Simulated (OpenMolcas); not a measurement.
Nb4+ with 4 ligands (chloride) in tetrahedral coordination (Td). Ligand basis ANO-RCC-VDZP.

```json
{"Program": "OpenMolcas 26.06", "Method": "CASSCF", "Basis": "ANO-RCC-VDZP [6s5p3d1f]", "Scalar Hamiltonian": "DKH2, point nucleus", "Active space": "1 electron in 5 orbitals (4d)", "State averaging": "2S+1 = 2 even, 5 roots", "Spin-orbit coupling": "state interaction with AMFI integrals over the reference wave functions"}
```

All ligands move together. At R = 2.31 Å |10Dq| is 9788 cm-1, and at R = 2.39 Å it is 8901 cm-1.

Q: A third run gives 10623 cm-1. What distance was it run at?

A: With a power law R^-n the two known points give n = -ln(8901 / 9788) / ln(2.39 / 2.31) = 2.79. Then R = 2.31 × (9788 / 10623)^(1/2.79) = 2.243 Å. The run was at 2.24 Å, so the estimate is off by +0.003 Å.

An orbital doublet at a regular site is open to a Jahn-Teller distortion, which this geometry leaves out. With metal d orbitals alone the field can be off either way by tens of per cent. Ligand-to-metal charge-transfer states are missing. The least metal-like active orbital is 68 % on the metal (Löwdin) and no ligand orbital is active, so the numbers are rough (holds for R = 2.24). The least metal-like active orbital is 71 % on the metal (Löwdin) and no ligand orbital is active, so the numbers are rough (holds for R = 2.31). The least metal-like active orbital is 74 % on the metal (Löwdin) and no ligand orbital is active, so the numbers are rough (holds for R = 2.39). No measured value stands beside these numbers; the geometry is a model, was not optimised and need not be the one that this ion takes.
